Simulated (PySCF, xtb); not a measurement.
Ta(NH)(Cl)2(Me) (CH4Cl2NTa), SMILES [CH3][Ta](=[NH])([Cl])[Cl], multiplicity 1.

Harmonic wavenumbers (cm⁻¹) from GFN2-xTB in xtb at its own minimum, in rising order: 65, 77, 84, 94, 98, 148, 312, 328, 365, 601, 646, 662, 695, 924, 1266, 1459, 1473, 2978, 3013, 3018, 3446.

What does PySCF with PBE0-D3(BJ)/def2-SVP give at its own minimum? (The exact figures need the calculation; the answer reports its results.)

93, 122, 133, 161, 199, 221, 383, 398, 542, 544, 567, 592, 673, 1024, 1190, 1391, 1396, 3029, 3140, 3150, 3689. Paired by order, the mean absolute difference is 85 cm⁻¹ and the zero-point energies are 31.1 and 32.4 kcal/mol.
